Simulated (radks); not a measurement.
Results of a calculation; reference values are marked as such.
Valence configurations of S (all share [Ne]). Code: a radial shooting solver on a logarithmic mesh with Libxc functionals. Model: scalar-relativistic Kohn-Sham, r2SCAN, spin-unpolarised, spherical densities, finite nucleus; meta-GGA in the generalised Kohn-Sham scheme; Fermi nuclear charge, rms radius 3.2611 fm. Energies are relative to 3s2 3p4; eigenvalues in eV.

valence	E (eV)	e(3p)	e(3s)
3s2 3p4	0.000	-7.220	-17.970
3s1.5 3p4.5	5.388	-7.521	-18.322
3s1 3p5	10.799	-7.810	-18.656
3s0.5 3p5.5	16.232	-8.088	-18.974
3p6	21.683	-8.356	-

NIST lists [Ne] 3s2 3p4 as the ground configuration; this level of theory agrees among the configurations tried. The energies are those of spherical spin-averaged densities, not of single terms.
